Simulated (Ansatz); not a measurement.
Gas-phase electronic energies from Ansatz, PBE0-D4/def2-TZVP geometries. CBS: MP2 limit from def2 TZ/QZ plus the TZ coupled-cluster correction, frozen cores. DFT in def2-TZVPP. B3LYP here is the variant with VWN-RPA as its local correlation; programs differ in this. Each species was taken in one conformer, which may not be the lowest.

Reaction (isomerisation): `CC[SiH2][SiH2]F` → `CC[SiH](F)[SiH3]`

```csv
level,ΔE (kJ/mol),difference from CCSD(T)/CBS
r2SCAN-D4,-11.8,-1.7
ωB97M-V,-11.2,-1.1
B2PLYP,-9.8,0.3
PBE,-10.4,-0.3
r2SCAN,-11.6,-1.5
PBE0,-10.4,-0.3
B3LYP,-9.8,0.3
CCSD(T)/def2-TZVPP,-10.4,-0.3
SCS-MP2/def2-QZVPP,-8.6,1.5
HF/CBS(def2),-8.6,1.5
CCSD(T)/CBS,-10.1,0
```

Largest T1 diagnostic among the species: 0.011.
